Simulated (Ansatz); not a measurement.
`O[Si]1(Cl)N[SiH2]N1` → Cl• + 5 H• + 2 N• + O• + 2 Si•  (atomization)

Gas-phase electronic energies from Ansatz, PBE0-D4/def2-TZVP geometries. CCSD(T)/CBS is the MP2 limit (def2-TZVPP, def2-QZVPP) plus CCSD(T) − MP2 in def2-TZVPP, frozen cores. This one scheme is used for every species, atoms too. For atomizations the MP2-based limit and the directly extrapolated one differ by several kJ/mol either way, and by 10 to 25 for some Ge, Se and Sn compounds, so smaller differences from it don't rank the levels. Functionals use def2-TZVPP. B3LYP here is the variant with VWN-RPA as its local correlation; programs differ in this. HSE06 is defined as in plane-wave codes. Open shells (•) are unrestricted, without spin–orbit coupling. Spin–orbit coupling would lower the free atoms: a little for Cl, O, Si. One conformer a species, not always the lowest.

`O[Si]1(Cl)N[SiH2]N1`:

Z-matrix (Å, degrees):
```
Si
Cl 1 2.044
N 1 1.715 2 115.7
N 1 1.715 2 115.7 3 -100.2
O 1 1.629 2 102.2 3 129.9
Si 1 2.501 2 123.8 3 -50.1
H 3 1.002 1 132.3 2 52.6
H 4 1.001 1 132.4 2 -53.4
H 5 0.960 1 115.2 2 -179.9
H 6 1.487 1 128.7 2 -180.0
H 6 1.487 1 123.4 2 0.0
```

CCSD(T)/CBS gives +4136.8 kJ/mol.

(1) Another level gave +4050.0 kJ/mol. Which?
A. HSE06-D4/def2-TZVPP
B. B3LYP/def2-TZVPP
C. SCS-MP2/def2-TZVPP
D. PBE-D4/def2-TZVPP

(2) What do rigid-rotor, harmonic-oscillator terms from PBE0-D4/def2-TZVP frequencies (298.15 K, 1 bar) make of the CCSD(T)/CBS value? (An estimate is asked.)

Largest T1 diagnostic among the species: 0.012.

Results:

(1) B. B3LYP 4050.0, SCS-MP2/def2-TZVPP 4070.2, HSE06-D4 4098.2, PBE-D4 4171.4 kJ/mol.

(2) The calculation gave: ΔZPE = -175.0 kJ/mol, ΔH = +4006.0 kJ/mol, ΔS = 1175 J/(mol·K), ΔG = +3655.8 kJ/mol. Open shells count their whole term as degenerate.

From r2SCAN to r2SCAN0 (25 % exact exchange), in def2-TZVPP and without D4, ΔE moves by −75.7 kJ/mol: exact exchange takes away binding that semilocal exchange gives to molecules. At CCSD(T), def2-SVP lies −422.5 kJ/mol from the extrapolated value and def2-TZVPP −155.9 kJ/mol: correlation converges slowly with the basis, and small sets miss more of it in the bonded molecule than in its fragments.
